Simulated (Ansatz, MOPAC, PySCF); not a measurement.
System: SrOH, net charge 0, doublet state. SMILES: [OH][Sr]
Geometry from a B3LYP-D3(BJ)/def2-TZVP (Ansatz, an electronic-structure program) optimisation:
```xyz
3

Sr     0.0000     0.0000    -0.4258
O      0.0000     0.0000     1.6917
H      0.0000     0.0000     2.6479
```
Charge 0, spin multiplicity 2.

Property: vertical ionisation energy to the singlet, in eV. Conventions: LANL2DZ with its own core potentials from Na on; def2 sets with scalar-relativistic core potentials past Kr; no spin-orbit coupling; UHF or UKS for open shells; frozen cores in correlated levels (noble-gas shells and the d and f shells of earlier blocks; the outer core of K, Ca and congeners matters and is frozen too); each state is the SCF solution reached for its charge and spin; STO-3G and 3-21G all-electron and non-relativistic; PM7 with its own dispersion and hydrogen-bond terms; six Cartesian d functions in 6-31G* and its kin unless marked 5d; dispersion terms only where a functional's name holds one. First-principles rows: single points at B3LYP-D3(BJ) geometries (Ansatz). Semi-empirical rows: differences of heats of formation at the shared geometry for vertical values.

```tsv
level	program	vertical ionisation energy to the singlet (eV)
AM1	MOPAC	6.19
PM3	MOPAC	6.45
PM6	MOPAC	5.61
PM7	MOPAC	4.98
MNDO	MOPAC	5.97
HF/6-31G* with LANL2DZ past Ar	Ansatz	5.14
PBE/6-31G* with LANL2DZ past Ar	Ansatz	5.64
B3LYP/STO-3G	Ansatz	2.64
B3LYP/3-21G	Ansatz	5.56
B3LYP/6-31G* with LANL2DZ past Ar	Ansatz	5.68
M06-2X/6-31G* with LANL2DZ past Ar (5d)	PySCF	5.60
MP2/6-31G* with LANL2DZ past Ar	Ansatz	5.14
PBE/def2-TZVPD	Ansatz	5.23
```

No value to compare with is used here. The 12 habitual levels span 2.64 (B3LYP/STO-3G) to 6.45 eV (PM3); PBE/def2-TZVPD gives 5.23.

The levels are drawn from those run, B3LYP/6-31G* more often than the rest, none by its result; left out are runs that failed, that the program found above a lower state of the same kind, or whose <S^2> lies over 0.5 above the pure value.
